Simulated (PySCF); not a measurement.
CdFH2N, SMILES [NH2][Cd][F]. Heavy atoms are numbered as in [Cd:1]([F:2])[NH2:3]. Hydrogens are named by the atom that carries them.

Geometry: B3LYP-D3(BJ)/def2-TZVP. The def2 effective core potentials stand for the cores of Cd; spin–orbit coupling is left out. One conformer was computed; it need not be the lowest.

Computed with ωB97X/def2-TZVPD (PySCF).

Mulliken values depend strongly on the basis, most of all with diffuse functions as here. ESP charges are fitted to the potential on shells at 1.4 to 2.0 van der Waals radii. Atomic charges (e), one atom of each kind:

```tsv
atom	ESP fit	Mulliken
Cd1	0.88	0.95
F2	-0.53	-0.67
N3 (NH2)	-0.87	-0.70
H on N3	0.26	0.21
```
